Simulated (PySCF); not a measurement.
boron monoxide dimer (B2O2), SMILES O=BB=O. The structure is a stationary point at ωB97X-D3(BJ)/def2-TZVP. The values are those of a single conformer.

All values below come from ωB97X-D3(BJ)/def2-TZVP run with PySCF 2.14.0.

Harmonic wavenumbers (cm⁻¹): 217, 217, 501, 501, 611, 1992, 2172. Rotational constants (GHz): 3.471 (linear); symmetry number 2.

Work out the zero-point energy and the ideal-gas rigid-rotor harmonic-oscillator thermochemistry at 298.15 K and 1 atm.

ZPE = ½ Σ hcν = ½ × 6210 cm⁻¹ = 8.88 kcal/mol. H − E(el) = 12.00 kcal/mol. Entropy in cal/(mol K): translation 37.86, rotation 15.49, vibration 5.72, total 59.07. G − E(el) = -5.61 kcal/mol. Cp = 14.11 cal/(mol K).
